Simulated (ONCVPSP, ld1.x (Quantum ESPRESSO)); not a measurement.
Potentials for carbon (C) compared

Generated with ld1.x 7.5 (TM, RRKJ, ultrasoft, PAW), atompaw 4.2 or ONCVPSP 4.0.1. The cutoff is in Ry: for ld1.x and atompaw files where the sum of valence levels is converged to 10 mRy in a Bessel basis, for ONCV files where the hardest occupied wave has 1 mHa per electron of residual kinetic energy. The error is the largest all-electron minus pseudo excitation energy over each file’s own four to seven test configurations (ionisations up to +4, promotions, holes and added fractions of an electron), all of which were solved. The labels leave out finer settings (local radius, basis sizes, second energies), which also bear on the numbers. Spin-polarised tests are not counted. The rows are a selection from randomly drawn settings: files with unsolved tests, undetermined cutoffs or missed reference levels are left out.

| potential | cutoff (Ry) | largest error (meV) | bound ghosts |
| --- | --- | --- | --- |
| ONCV, PBE, scalar-relativistic, rc 1.00/1.60/1.20 (spd), local s, core correction yes, reference 2s1 2p3, qcut 6.7/6.2/8.1, projectors 0/1/1 | 40 | +272 | none |
| ONCV, PBE, scalar-relativistic, rc 1.15/2.25 (sp), local s, core correction yes, reference 2s2 2p2, qcut 5.5/7.2, projectors 0/2 | 68 | +789 | none |
| ONCV, LDA (Perdew-Wang 92), scalar-relativistic, rc 1.15/2.20 (sp), local smoothed, core correction yes, reference 2s2 2p2, qcut 6.2/6.2, projectors 2/2 | 33 | +629 | none |
| ONCV, Wu-Cohen, fully relativistic, rc 1.35/2.45/1.95 (spd), local smoothed, core correction yes, reference 2s1.75 2p2.25, qcut 5/6/5.4, projectors 2/2/1 | 58 | +590 | none |
| RRKJ, PW91, non-relativistic, rc 0.95/1.95 (sp), local s, core correction no, reference 2s1.5 2p2.5 | 35 | +381 | none |
| ONCV, PBE, fully relativistic, rc 0.90/1.55/1.65 (spd), local smoothed, core correction yes, reference 2s2 2p2, qcut 6.7/4.8/6, projectors 2/2/2 | 99 | +626 | none |

Task: Fill in the row for C: ONCV, PBE, scalar-relativistic, rc 1.35/2.65/2.80 (spd), local smoothed, core correction yes, reference 2s2 2p2, qcut 5.5/5.9/3.1, projectors 2/2/2.

Result: cutoff 28 Ry, largest error +1056 meV, bound ghosts: none.

Task: Fill in the row for C: ONCV, Wu-Cohen, non-relativistic, rc 1.00/2.20/2.15 (spd), local smoothed, core correction yes, reference 2s2 2p2, qcut 7.6/5.8/4.9, projectors 1/2/2.

Result: cutoff 42 Ry, largest error +789 meV, bound ghosts: none.

Task: Fill in the row for C: RRKJ, PBE, fully relativistic, rc 1.15/1.90 (sp), local s, core correction no, reference 2s1.75 2p2.25.

Result: cutoff 35 Ry, largest error +330 meV, bound ghosts: none.
